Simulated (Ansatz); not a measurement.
InF, SMILES [F][In] (connectivity only; charge and spin as stated), neutral, multiplicity 1.

The structure is a stationary point at r2SCAN-D4/def2-TZVP. The def2 effective core potentials stand for the cores of In; spin–orbit coupling is left out.

Two levels are set side by side: PBE/def2-TZVPD (Ansatz, a quantum-chemistry and plane-wave program) and ωB97X-V/def2-TZVPD (Ansatz). Energy differences of separate SCF runs at the same geometry; the states with an electron removed or added have multiplicity 2 and 2. Differences are taken from unrounded values.

```
quantity                            PBE
---------------------------------  ----
vertical ionisation energy (eV)    9.99
vertical singlet–triplet gap (eV)  3.87
```

These are the PBE values. What does ωB97X-V give? (The exact figures need the calculation; the answer reports its results.)


| quantity | ωB97X-V | PBE minus ωB97X-V |
|---|---|---|
| vertical ionisation energy (eV) | 10.02 | -0.03 |
| vertical singlet–triplet gap (eV) | 3.86 | 0.00 |

On these quantities the two levels nearly agree.
